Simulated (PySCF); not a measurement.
In(All)(OMe)2, SMILES C=C[CH2][In]([O]C)[O]C (C5H11InO2) (GFN2-xTB optimised geometry):

```
19

In    -0.593     0.088     0.000
C     -1.927    -1.834     0.206
C     -1.082    -2.988     0.440
C     -0.774    -3.453     1.651
H     -2.474    -1.851    -0.731
H     -2.564    -1.569     1.046
H     -0.688    -3.485    -0.439
H     -1.148    -2.979     2.545
H     -0.158    -4.325     1.785
O      1.435     0.088     0.000
C      2.236    -1.054     0.083
H      1.966    -1.816    -0.658
H      3.266    -0.738    -0.118
H      2.202    -1.510     1.079
O     -1.247     2.016     0.000
C     -2.570     2.444    -0.122
H     -3.266     1.865     0.499
H     -2.605     3.485     0.217
H     -2.918     2.409    -1.162
```

Level of theory: CAM-B3LYP/def2-SVP, def2 effective core potentials past Kr (PySCF).

Task: What are the frontier orbital energies and the dipole moment?

Result: HOMO-2 -8.76 eV, HOMO-1 -8.35 eV, HOMO -7.64 eV, LUMO -0.70 eV, LUMO+1 -0.01 eV; dipole moment 3.56 D.

On the same geometry PBE/def2-SVP, def2 effective core potentials past Kr (PySCF) gives HOMO-2 -5.81 eV, HOMO-1 -5.41 eV, HOMO -5.33 eV, LUMO -2.51 eV, LUMO+1 -1.53 eV; dipole moment 3.11 D.
